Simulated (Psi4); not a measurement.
BiI₃, triplet, at a GFN2-xTB geometry (such geometries of metal compounds can be far from the true shape) (a higher spin typed on purpose: for a closed-shell molecule this is an excited state) (core potentials on Bi, I); Psi4 with HF/def2-SVP.

Here is a job for Psi4.
```
memory 2 GB

molecule mol {
0 3
Bi   -0.192219   -0.153333   -0.010290
I     0.910374   -2.891857    0.047997
I     2.001727    1.596777    0.107158
I    -2.611079    1.535206   -0.139040
}

set {
  basis def2-svp
  reference uhf
  df_basis_scf cc-pvqz-jkfit
}

energy('scf')
print_variables()
```

What the program printed (banner, timings and long lists left out):

```
   => Loading Basis Set <=

    Name: DEF2-SVP
    Role: ORBITAL
    Keyword: BASIS

    !!!  WARNING: ECP capability is in beta. Please check occupations closely.  !!!

         ---------------------------------------------------------
                                   SCF
               by Justin Turney, Rob Parrish, Andy Simmonett
                          and Daniel G. A. Smith
                              UHF Reference
         ---------------------------------------------------------

  ==> Geometry <==

    Molecular point group: c1
    Full point group: C1

    Geometry (in Angstrom), charge = 0, multiplicity = 3:

       Center              X                  Y                   Z               Mass
    ------------   -----------------  -----------------  -----------------  -----------------
         BI          -0.188880037737    -0.150669705463    -0.010111360273   208.980399100000
         I            0.913712962263    -2.889193705463     0.048175639727   126.904471900000
         I            2.005065962263     1.599440294537     0.107336639727   126.904471900000
         I           -2.607740037737     1.537869294537    -0.138861360273   126.904471900000

  Running in c1 symmetry.

  Rotational constants: A =      0.01470  B =      0.00829  C =      0.00530 [cm^-1]
  Rotational constants: A =    440.60743  B =    248.62930  C =    158.94092 [MHz]
  Nuclear repulsion =  516.040787512237671

  Charge       = 0
  Multiplicity = 3
  Electrons    = 98
  Nalpha       = 50
  Nbeta        = 48

  ==> Algorithm <==

  SCF Algorithm Type is DF.
  DIIS enabled.
  MOM disabled.
  Fractional occupation disabled.
  Guess Type is SAD.
  Energy threshold   = 1.00e-06
  Density threshold  = 1.00e-06
  Integral threshold = 1.00e-12

  ==> Primary Basis <==

  Basis Set: DEF2-SVP
    Blend: DEF2-SVP
    Number of shells: 40
    Number of basis functions: 104
    Number of Cartesian functions: 112
    Spherical Harmonics?: true
    Max angular momentum: 2

  Core potential: DEF2-SVP
    Number of shells: 16
    Number of ECP primitives: 105
    Number of ECP core electrons: 144
    Max angular momentum: 3

Traceback (most recent call last):
  File "psi4", line 375, in <module>
  File "<string>", line 26, in <module>
  File "site-packages/psi4/driver/driver.py", line 533, in energy
  File "site-packages/psi4/driver/procrouting/proc.py", line 2760, in run_scf
  File "site-packages/psi4/driver/procrouting/proc.py", line 1939, in scf_helper
  File "site-packages/psi4/driver/procrouting/proc.py", line 1462, in scf_wavefunction_factory
  File "site-packages/psi4/driver/p4util/python_helpers.py", line 169, in _pybuild_basis
  File "site-packages/psi4/driver/qcdb/libmintsbasisset.py", line 722, in pyconstruct
  File "site-packages/psi4/driver/qcdb/libmintsbasisset.py", line 976, in construct

psi4.driver.qcdb.exceptions.BasisSetNotFound: BasisSet::construct: Unable to find a basis set for atom 1 for key JKFIT among:
  Shell Entries: ['BI']
  Basis Sets: [('CC-PVQZ-JKFIT', 'CC-PVQZ-JKFIT', None)]
  File Path: tmpa8zucf8s, tmpa8zucf8s, basis
  Input Blocks:

Printing out the relevant lines from the Psithon --> Python processed input file:
    ""","mol")
    core.IO.set_default_namespace("mol")
    core.set_global_option("BASIS", "def2-svp")
    core.set_global_option("REFERENCE", "uhf")
    core.set_global_option("DF_BASIS_SCF", "cc-pvqz-jkfit")
--> energy('scf')
    print_variables()

!----------------------------------------------------------------------------------!
!                                                                                  !
!  BasisSet::construct: Unable to find a basis set for atom 1 for key JKFIT among: !
!   Shell Entries: ['BI']                                                          !
!   Basis Sets: [('CC-PVQZ-JKFIT', 'CC-PVQZ-JKFIT', None)]                         !
!   File Path: tmpa8zucf8s,      !
!     tmpa8zucf8s,               !
!     basis                                          !
!   Input Blocks:                                                                  !
!                                                                                  !
!----------------------------------------------------------------------------------!

QcdbException BasisSetNotFound: BasisSet::construct: Unable to find a basis set for atom 1 for key JKFIT among:
  Shell Entries: ['BI']
  Basis Sets: [('CC-PVQZ-JKFIT', 'CC-PVQZ-JKFIT', None)]
  File Path: tmpa8zucf8s, tmpa8zucf8s, basis
  Input Blocks:
```

The program refused the input.
